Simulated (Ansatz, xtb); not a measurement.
# Isomers of NSiTe− in order of energy

4 gas-phase structures of NSiTe−, found in a search over its isomers (lower ones may exist). Each was relaxed with GFN2-xTB:

A. `[Si]=N[Te-]`, a singlet
B. a singlet given by its coordinates
C. the triplet with the links of `[Si]=N[Te-]`
D. `N#[Si][Te-]`, a singlet

B (Å):

```xyz
3

N    -0.2163   -0.8767    0.1752
Si    1.3724   -0.6580   -0.0992
Te   -0.2540    1.2870   -0.5895
```

Close contacts (Å): N1–Si2 1.63, N1–Te3 2.30, Si2–Te3 2.58.

Task: Estimate their order in r2SCAN-D4/def2-SVPD energy at these geometries, lowest first.

Result: Calculated order at r2SCAN-D4/def2-SVPD: D (0.000), A (0.069), B (0.426), C (1.652) eV.

Energies above the lowest of each column, in eV; the last columns are at PBE0-D3(BJ)/def2-SVPD geometries and were run for some of them only (a dash: not run or not comparable):

| structure | GFN2-xTB | HF/STO-3G | r2SCAN-D4/def2-SVPD | PBE0-D3(BJ)/def2-SVPD | CCSD(T)/def2-TZVPPD |
| --- | --- | --- | --- | --- | --- |
| D | 0.000 | 0.953 | 0.000 | 0.027 | 0.014 |
| A | 1.610 | 0.000 | 0.069 | 0.000 | 0.000 |
| B | 1.499 | 0.127 | 0.426 | 0.279 | 0.327 |
| C | – | 1.941 | 1.652 | – | – |

CCSD(T)/def2-TZVPPD has A and D within 1 kcal/mol of each other at the bottom, and every level picks one of them. CCSD(T)/def2-TZVPPD orders those it was run on as A (0.000), D (0.014), B (0.327) eV. Less than 1 kcal/mol parts A and D, so the order within that pair means little. Frequencies (PBE0-D3(BJ)/def2-SVPD) were run for A, B, D alone. GFN2-xTB has no spin polarisation and isn't compared across spin states. Open shells are spin-unrestricted. Large T1 diagnostics make some coupled-cluster values less sure. Atoms past krypton carry core potentials in the def2 sets, without spin–orbit terms.

Programs: Ansatz 0.2.0, xtb 6.7.1.
